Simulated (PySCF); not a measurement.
**Exact simulation of a proton spin system**

Molecule: `F[C@@H]1C[C@]1(F)OC(F)(F)F`, C$_{4}$H$_{3}$F$_{5}$O.

Cartesian coordinates in Å; atom numbers follow the order of the lines, from 1:
```xyz
13

F    -0.3744    1.9087    0.5235
C    -0.9824    0.9758   -0.2328
C    -1.6956   -0.1515    0.4739
C    -0.4208   -0.4021   -0.2427
F    -0.4482   -1.0906   -1.3995
O     0.6683   -0.7033    0.5373
C     1.9080   -0.3758    0.0809
F     2.3858   -1.3157   -0.7238
F     2.7018   -0.2749    1.1279
F     1.9172    0.7710   -0.5869
H    -1.3960    1.3692   -1.1673
H    -2.6175   -0.5383    0.0339
H    -1.6343   -0.1517    1.5651
```

- PBE0-D3(BJ)/def2-SVP structure
- spin–spin couplings from B3LYP/pcJ-1 (spin–dipole term only in couplings to heteroatoms)
- PBE0/pcSseg-1 with gauge-including orbitals
- program: PySCF 2.14
- single conformer, gas phase, non-relativistic, one averaged value for each set of equivalent atoms

Chemical shifts δ = σref − σ; TMS for 1H, all at this level.

Shifts (ppm): F1 -231.0, F5 -158.6, F8/F9/F10 -70.4, H11 4.53, H12 1.52, H13 1.53.
Couplings (Hz): F1–F5: -3.2; F1–F8, F1–F9, F1–F10: 7.5; F1–H11: 66.0; F1–H12: 11.7; F1–H13: 25.5; F5–F8, F5–F9, F5–F10: 1.6; F5–H11: 8.6; F5–H12: 18.4; F5–H13: 3.1; F8–F9, F8–F10, F9–F10: -2.4; F8–H11, F9–H11, F10–H11: 0.5; F8–H12, F9–H12, F10–H12: 0.1; F8–H13, F9–H13, F10–H13: 0.3; H11–H12: 9.2; H11–H13: 4.7; H12–H13: -10.1.

The 8-spin Hamiltonian (Zeeman plus full scalar coupling among like nuclei) was diagonalised exactly; lines are Lorentzian, 1.0 Hz wide, and the maxima above 3 % are listed with the tallest set to 100.

**Question.** Give the 1H peak list of this spin system at 100 MHz.

**Answer.** 
δ in ppm (height): 4.973 (15), 4.903 (32), 4.835 (32), 4.799 (18), 4.748 (17), 4.314 (15), 4.261 (17), 4.227 (31), 4.171 (25), 4.165 (26), 4.159 (27), 4.088 (17), 1.732 (12), 1.706 (85), 1.683 (16), 1.664 (17), 1.635 (97), 1.580 (41), 1.565 (72), 1.477 (100), 1.413 (92), 1.376 (24), 1.345 (53), 1.340 (55)

**Question.** And at 400 MHz?

**Answer.** 
| Hz | ppm | height |
| --- | --- | --- |
| 1856.2 | 4.641 | 18 |
| 1848.4 | 4.621 | 31 |
| 1842.6 | 4.606 | 36 |
| 1838.8 | 4.597 | 20 |
| 1833.8 | 4.585 | 19 |
| 1790.2 | 4.476 | 18 |
| 1784.9 | 4.462 | 20 |
| 1781.7 | 4.454 | 36 |
| 1776.1 | 4.440 | 34 |
| 1773.9 | 4.435 | 21 |
| 1767.8 | 4.420 | 19 |
| 632.0 | 1.580 | 16 |
| 628.2 | 1.570 | 100 |
| 621.9 | 1.555 | 87 |
| 620.6 | 1.551 | 59 |
| 617.0 | 1.542 | 36 |
| 612.8 | 1.532 | 80 |
| 606.4 | 1.516 | 42 |
| 604.0 | 1.510 | 87 |
| 601.1 | 1.503 | 49 |
| 598.8 | 1.497 | 95 |
| 596.5 | 1.491 | 16 |
| 593.0 | 1.482 | 49 |
| 590.8 | 1.477 | 54 |
| 580.6 | 1.452 | 5 |

**Question.** Among coupled protons with different shifts, which pair is furthest from first order, and how does the field change that?

**Answer.** H12 and H13: Δν/J is about 0.1 at 100 MHz (strongly coupled) and 0.4 at 400 MHz (strongly coupled). J in Hz doesn't depend on the field, while Δν in Hz grows in proportion to it.

Unscaled 3J(H,H) at this level run about 10 % above measured values.
